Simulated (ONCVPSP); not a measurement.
Ranking ONCV potentials for O (Z = 8)

All share these settings but for the change named:

ONCVPSP 4.0.1 input, shortened (lines: element, Z, core and valence counts, functional; n l f; lmax; l rc ep ncon nbas qcut; lloc lpopt rc5 dvloc0; l nproj debl; icmod fcfact rcfact), PBE, scalar-relativistic:

```
  O 8.00    1    2        4      upf
    1    0    2.00
    2    0    2.00
    2    1    3.00
    1
    0    0.70    0.00    4    7    8.80
    1    1.75    0.00    4    8    6.60
    4    1    0.45    0.00
    0    1    2.20
    1    2    0.70
    3    3.75    1.40
```

In the p channel the program set the typed energies aside and used -0.899, 0.250 Ha.

Test errors are all-electron minus pseudo excitation energies from the reference, over 2s2 2p4; 2s2 2p2; 2s2 2p1; 2s2 2p0. None of these files shows a bound ghost.

The base gives 4544.3 meV.

Of 5 variants that were run, those that failed, showed a ghost or another fault, or gave nearly equal values are left out.

**Question.** Rank these variants by their largest absolute test error, smallest first.
A. all radii but the core radius scaled by about 1.27 (s 0.90, p 2.22 bohr); local potential polynomial inside 0.58 bohr (lpopt 1, dvloc0 0 Ha)
B. all radii but the core radius scaled by about 1.19 (s 0.84, p 2.08 bohr); local potential polynomial inside 0.54 bohr (lpopt 1, dvloc0 0 Ha)
C. all radii but the core radius scaled by about 0.89 (s 0.62, p 1.56 bohr); local potential polynomial inside 0.40 bohr (lpopt 1, dvloc0 0 Ha)
D. all radii but the core radius scaled by about 1.09 (s 0.76, p 1.90 bohr); local potential polynomial inside 0.48 bohr (lpopt 1, dvloc0 0 Ha)

**Answer.** C (3537.5 meV), D (5360.6 meV), B (6449.1 meV), A (7401.5 meV).
